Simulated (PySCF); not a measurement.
Start geometry of `C[AsH2+][GaH3-]` from GFN2-xTB (Å):
```
atom  x, y, z in Å
C1    -1.3562    0.6764   -0.0220
As2   -0.3839   -1.0204   -0.0505
Ga3    2.0399    0.0775    0.0455
H4    -2.4390    0.5454   -0.0189
H5    -1.0631    1.2612   -0.8971
H6    -1.0539    1.2340    0.8677
H7    -1.1836   -1.7146    1.0065
H8    -1.1856   -1.6818   -1.1278
H9     1.8025    0.9379   -1.2362
H10    1.7587    0.7668    1.4191
H11    3.0696   -1.0797   -0.0124
```

What comes out of this run: PBE0-D3(BJ)/def2-SVP geometry optimisation, gas phase in PySCF 2.14.0?

```
atom  x, y, z in Å
C1    -1.615    0.699   -0.010
As2   -0.318   -0.751   -0.018
Ga3    2.155    0.018    0.019
H4    -2.647    0.325   -0.015
H5    -1.438    1.322   -0.897
H6    -1.443    1.310    0.887
H7    -0.854   -1.613    1.104
H8    -0.843   -1.586   -1.166
H9     2.068    0.894   -1.294
H10    2.062    0.765    1.409
H11    2.878   -1.381   -0.045
```

The energy falls by 3.6 kcal/mol over 9 energy and gradient evaluations, the largest force component goes from 0.0126 to 1.7e-04 Eh/bohr, and the atoms move by 0.315 Å rms after alignment. The bond that changes most is As2–Ga3 (ends: arsenic bonded to C, Ga and 2 H; gallium bonded to As and 3 H), which shortens by 0.072 Å. Bonds longer at the end by more than 0.005 Å: 8 of 10; shorter: 2. Among the angles that change most is C1–As2–Ga3, from 95.4° to 114.6°. Among the dihedrals that turn most is H7–As2–Ga3–H9, from -161° to -177°. Rotational constants go from 8252, 1593, 1390 to 9990, 1516, 1372 MHz. The orientation of the end geometry is arbitrary; only internal coordinates are fixed.

The run used 118 basis functions and 54 SCF cycles in all. Hardware: one thread, x86-64 server (shared host). Cost: 41 s of wall time.

No frequency check.
